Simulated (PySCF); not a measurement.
CH4AlIO, SMILES [CH3][Al]([OH])[I].

Coordinates come from a PBE-D3(BJ)/def2-SVP optimisation. The structure was generated by enumeration; whether it is a known compound was not checked. The def2 effective core potentials stand for the cores of I; spin–orbit coupling is left out. Other conformers were not sampled.

Two levels are set side by side: TDA-PBE/def2-SVPD (PySCF) and TDA-LC-ωPBE/def2-SVPD (PySCF). Vertical, same geometry. The lowest singlet is HOMO→LUMO 98 % with PBE and HOMO→LUMO+1 77 % with the other functional; states are paired by order. Differences are taken from unrounded values.

```
quantity                               TDA-PBE
-------------------------------------  -------
lowest singlet excitation (eV)            5.07
lowest triplet excitation (TDA) (eV)      4.82
first bright state (f over 0.05) (eV)     6.20
its oscillator strength                   0.16
```

**Question.** These are the TDA-PBE values. What does TDA-LC-ωPBE give? (The exact figures need the calculation; the answer reports its results.)

**Answer.** 
```csv
quantity,TDA-LC-ωPBE,TDA-PBE minus TDA-LC-ωPBE
lowest singlet excitation (eV),6.40,-1.33
lowest triplet excitation (TDA) (eV),5.97,-1.15
first bright state (f over 0.05) (eV),6.40,-0.20
its oscillator strength,0.06,0.09
```

A lower first singlet is the usual sign of a functional without exact exchange. Differences between two approximate levels are no errors against the true value.

Rough cost on one machine, each run with all the roots and properties that it gave: TDA-LC-ωPBE against TDA-PBE about 3 times.
